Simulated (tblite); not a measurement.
Scan of H2N (anion, charge -1), singlet: map of symmetric stretch and bend. Scanned: N-H bond length and H-N-H angle.

Cartesian coordinates as functions of the variables (Å; names that start with a are angles):
```
N  0  0  0
H  r*sin(a/2)  0  r*cos(a/2)
H  -r*sin(a/2)  0  r*cos(a/2)
```

Computed with GFN2-xTB, 300 K electronic temperature run with tblite 0.5.0.

Energy in kJ/mol above the lowest grid point; x is the N-H bond length (Å), y the H-N-H angle (°).

```
y \ x   0.88   0.95   0.99   1.04   1.09   1.15   1.20   1.25   1.31   1.35   1.39
-----  -----  -----  -----  -----  -----  -----  -----  -----  -----  -----  -----
180    299.2  248.3  247.9  266.2  298.4  347.9  393.8  432.9  461.6  473.7  482.4
173    295.0  242.7  241.3  258.1  288.3  334.0  374.5  410.9  440.2  453.0      —
163    275.7  217.4  212.1  223.3  246.9  283.1  314.7  344.7  376.3  393.2  407.1
153    245.6  179.3  169.2  174.3  191.9  221.7  249.3  277.2  309.1  329.1  348.1
143    211.5  137.0  122.5  122.7  136.1  162.3  188.3  215.8  249.0  270.6  291.8
133    179.3   97.4   79.3   75.6   86.1  110.1  135.4  163.2  197.7  220.7  243.6
123    154.2   65.5   44.2   37.4   45.6   68.0   92.9  121.0  156.6  180.7  204.8
113    140.3   45.2   21.0   11.3   17.5   38.4   62.7   90.8  127.0  151.8  176.8
103    141.3   39.7   12.6    0.0    4.0   23.1   46.6   74.2  110.5  135.5  160.9
93     161.1   52.6   22.2    6.2    7.5   24.1   46.1   72.8  108.2  132.9  158.1
83     203.9   87.6   53.4   33.1   30.8   43.9   63.5   88.1  121.7  145.3  169.6
70     302.7  174.0  133.4  105.8   96.9  103.0  117.4  137.4  166.0  186.7  208.4
```

Points that lie below all their neighbours on the grid (none is named beside a point without a result): x = 1.04, y = 103 (0.0 kJ/mol).

A dash means that the run gave no value there, or that the column was ended at a point which the program doubted or which failed a test of continuity chosen for this set; such a test can also cut sound points.
